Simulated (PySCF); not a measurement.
CH7BOSi (SMILES COB[SiH3]), singlet, at a GFN2-xTB geometry; PBE0/6-31G, polarisability (PySCF).

Here is a job for PySCF.
```python
from pyscf import gto, scf, dft
from pyscf.prop import polarizability

mol = gto.M(
    atom='''
B    -0.591136    0.582294   -0.550360
H    -1.298161    1.368490   -1.075338
O    -0.299186   -0.427897   -1.357866
C     0.514003   -1.530115   -1.050816
H     0.913531   -1.476424   -0.033837
H    -0.078647   -2.441610   -1.160316
H     1.340817   -1.562070   -1.764466
Si    0.046458    0.801923    1.309598
H    -0.449657    2.009486    1.979602
H     1.514618    0.875866    1.433364
H    -0.327765   -0.308264    2.206251
''',
    basis='6-31g',
    charge=0,
    spin=0,
    verbose=4,
)

mf = dft.RKS(mol)
mf.xc = 'pbe0'
mf.kernel()
alpha = mf.Polarizability().polarizability()[2, 2]
print('alpha_zz =', alpha)
```

What the program printed (banner, timings and long lists left out):

```
site-packages/pyscf/prop/efg/rhf.py:45: UserWarning: Module EFG is under testing
  warnings.warn('Module EFG is under testing')
site-packages/pyscf/prop/efg/dhf.py:30: UserWarning: Module EFG is under testing
  warnings.warn('Module EFG is under testing')
site-packages/pyscf/prop/zfs/uhf.py:40: UserWarning: Module ZFS is under testing
  warnings.warn('Module ZFS is under testing')
site-packages/pyscf/prop/gtensor/uhf.py:43: UserWarning: Module g-tensor is under testing
  warnings.warn('Module g-tensor is under testing')
site-packages/pyscf/prop/gtensor/uks.py:41: UserWarning: Module g-tensor is under testing
  warnings.warn('Module g-tensor is under testing')
site-packages/pyscf/prop/hfc/uks.py:35: UserWarning: Module HFC is under testing
  warnings.warn('Module HFC is under testing')
site-packages/pyscf/prop/magnetizability/rhf.py:39: UserWarning: Module magnetizability is under testing
  warnings.warn('Module magnetizability is under testing')
site-packages/pyscf/prop/magnetizability/uhf.py:37: UserWarning: Module magnetizability is under testing
  warnings.warn('Module magnetizability is under testing')
site-packages/pyscf/prop/magnetizability/rks.py:37: UserWarning: Module magnetizability is under testing
  warnings.warn('Module magnetizability is under testing')
site-packages/pyscf/prop/magnetizability/uks.py:39: UserWarning: Module magnetizability is under testing
  warnings.warn('Module magnetizability is under testing')
site-packages/pyscf/prop/polarizability/uhf.py:34: UserWarning: Module polarizability is under testing
  warnings.warn('Module polarizability is under testing')
site-packages/pyscf/prop/polarizability/rks.py:29: UserWarning: Module polarizability is under testing
  warnings.warn('Module polarizability is under testing')
site-packages/pyscf/prop/polarizability/uks.py:29: UserWarning: Module polarizability is under testing
  warnings.warn('Module polarizability is under testing')
PySCF version 2.14.0

[INPUT] verbose = 4
[INPUT] num. atoms = 11
[INPUT] num. electrons = 40
[INPUT] charge = 0
[INPUT] spin (= nelec alpha-beta = 2S) = 0
[INPUT] symmetry False subgroup None
[INPUT] Mole.unit = angstrom
[INPUT] Symbol           X                Y                Z      unit          X                Y                Z       unit  Magmom
[...]
nuclear repulsion = 151.638448189779
number of shells = 36
number of NR pGTOs = 140
number of NR cGTOs = 54
basis = 6-31g
ecp = {}

******** <class 'pyscf.dft.rks.RKS'> ********
method = RKS
initial guess = minao
damping factor = 0
level_shift factor = 0
DIIS = <class 'pyscf.scf.diis.CDIIS'>
diis_start_cycle = 1
diis_space = 8
diis_damp = 0
SCF conv_tol = 1e-09
SCF conv_tol_grad = None
SCF max_cycles = 50
direct_scf = True
direct_scf_tol = 1e-13
XC library pyscf.dft.libxc version 7.1.2
    S. Lehtola, C. Steigemann, M. J. T. Oliveira, and M. A. L. Marques,  SoftwareX 7, 1–5 (2018)
XC functionals = pbe0
    C. Adamo and V. Barone,  J. Chem. Phys. 110, 6158 (1999)
    M. Ernzerhof and G. E. Scuseria,  J. Chem. Phys. 110, 5029 (1999)
radial grids:
    Treutler-Ahlrichs [JCP 102, 346 (1995); DOI:10.1063/1.469408] (M4) radial grids

becke partition: Becke, JCP 88, 2547 (1988); DOI:10.1063/1.454033
pruning grids: <function nwchem_prune>
grids dens level: 3
symmetrized grids: False
atomic radii adjust function: <function treutler_atomic_radii_adjust>
small_rho_cutoff = 0
Set gradient conv threshold to 3.16228e-05
Initial guess from minao.
tot grids = 130088
init E= -431.709754290627
[...]
cycle= 1 E= -431.448485914205  delta_E= 0.261  |g|= 0.49  |ddm|= 2.77
[...]
cycle= 2 E= -431.34123049535  delta_E= 0.107  |g|= 0.89  |ddm|= 1.08
[...]
cycle= 3 E= -431.49749505377  delta_E= -0.156  |g|= 0.0384  |ddm|= 0.724
[...]
cycle= 4 E= -431.497892810006  delta_E= -0.000398  |g|= 0.0158  |ddm|= 0.0732
[...]
cycle= 5 E= -431.497983536215  delta_E= -9.07e-05  |g|= 0.00235  |ddm|= 0.0245
[...]
cycle= 6 E= -431.497984901069  delta_E= -1.36e-06  |g|= 0.000764  |ddm|= 0.00312
[...]
cycle= 7 E= -431.497985069577  delta_E= -1.69e-07  |g|= 8.78e-05  |ddm|= 0.001
[...]
cycle= 8 E= -431.49798507232  delta_E= -2.74e-09  |g|= 1.72e-05  |ddm|= 0.000175
[...]
cycle= 9 E= -431.497985072472  delta_E= -1.52e-10  |g|= 1.98e-06  |ddm|= 4.35e-05
[...]
Extra cycle  E= -431.497985072476  delta_E= -3.98e-12  |g|= 1.08e-06  |ddm|= 5.69e-06
converged SCF energy = -431.497985072476
Isotropic polarizability 48.4839503749
Polarizability anisotropy 9.35124632329
alpha_zz = 51.93858979200281
```
